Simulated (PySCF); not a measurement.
## Electron correlation in Mn⁺ (manganese, charge +1)

[Ar] 3d5 4s1, high-spin 7S determinant. All numbers are calculated (PySCF 2.14, no relativity, point nucleus, in aug-cc-pVDZ (7s6p4d2f, 59 functions)). Frozen: [Ar]; 6 electrons correlated.

MP2 pair energies summed by pair of shells (mhartree):

| pair | energy | share (%) |
| --- | --- | --- |
| 3d-3d | -56.77 | 82.8 |
| 3d-4s | -11.81 | 17.2 |

Total MP2 correlation energy: -68.58 mhartree.

Same-spin part -68.58 and opposite-spin part 0.00 mhartree; SCS-MP2 scales them by 1/3 and 6/5 to -22.86 mhartree.
